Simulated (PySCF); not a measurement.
Radial density of Co (cobalt, neutral)

M06, [Ar] 3d6 4s2 5s1, high-spin 6D determinant (an excited configuration). All numbers are calculated (PySCF 2.14, the spin-free X2C one-electron Hamiltonian (Gaussian nucleus), in aug-cc-pwCVTZ-DK with one added diffuse shell each of s, p, d, f, g type (11s10p8d5f4g, 152 functions)).

```json
{"r (bohr)": "0.000997", "4πr²ρ (e/bohr)": "0.2425", "4πr²(ρα − ρβ)": "0.0000"}
{"r (bohr)": "0.00168", "4πr²ρ (e/bohr)": "0.6097", "4πr²(ρα − ρβ)": "0.0001"}
{"r (bohr)": "0.00282", "4πr²ρ (e/bohr)": "1.500", "4πr²(ρα − ρβ)": "0.0001"}
{"r (bohr)": "0.00474", "4πr²ρ (e/bohr)": "3.561", "4πr²(ρα − ρβ)": "0.0003"}
{"r (bohr)": "0.00798", "4πr²ρ (e/bohr)": "7.955", "4πr²(ρα − ρβ)": "0.0007"}
{"r (bohr)": "0.0134", "4πr²ρ (e/bohr)": "15.96", "4πr²(ρα − ρβ)": "0.0014"}
{"r (bohr)": "0.0226", "4πr²ρ (e/bohr)": "26.60", "4πr²(ρα − ρβ)": "0.0021"}
{"r (bohr)": "0.0380", "4πr²ρ (e/bohr)": "32.74", "4πr²(ρα − ρβ)": "0.0018"}
{"r (bohr)": "0.0639", "4πr²ρ (e/bohr)": "27.84", "4πr²(ρα − ρβ)": "0.0032"}
{"r (bohr)": "0.107", "4πr²ρ (e/bohr)": "27.60", "4πr²(ρα − ρβ)": "0.0442"}
{"r (bohr)": "0.181", "4πr²ρ (e/bohr)": "36.78", "4πr²(ρα − ρβ)": "0.3400"}
{"r (bohr)": "0.304", "4πr²ρ (e/bohr)": "20.94", "4πr²(ρα − ρβ)": "1.5800"}
{"r (bohr)": "0.511", "4πr²ρ (e/bohr)": "16.12", "4πr²(ρα − ρβ)": "3.8065"}
{"r (bohr)": "0.860", "4πr²ρ (e/bohr)": "14.85", "4πr²(ρα − ρβ)": "3.6615"}
{"r (bohr)": "1.45", "4πr²ρ (e/bohr)": "3.789", "4πr²(ρα − ρβ)": "1.2329"}
{"r (bohr)": "2.43", "4πr²ρ (e/bohr)": "1.203", "4πr²(ρα − ρβ)": "0.1276"}
{"r (bohr)": "4.09", "4πr²ρ (e/bohr)": "0.2031", "4πr²(ρα − ρβ)": "0.0317"}
{"r (bohr)": "6.88", "4πr²ρ (e/bohr)": "0.1850", "4πr²(ρα − ρβ)": "0.1832"}
{"r (bohr)": "11.6", "4πr²ρ (e/bohr)": "0.04037", "4πr²(ρα − ρβ)": "0.0404"}
{"r (bohr)": "19.5", "4πr²ρ (e/bohr)": "0.0004441", "4πr²(ρα − ρβ)": "0.0004"}
```

Densities and radii are taken from the X2C orbitals without a picture-change correction, which distorts them close to the nucleus.

The outer electron is Rydberg-like, and this basis confines it to a smaller radius and binds it less than a complete one would.
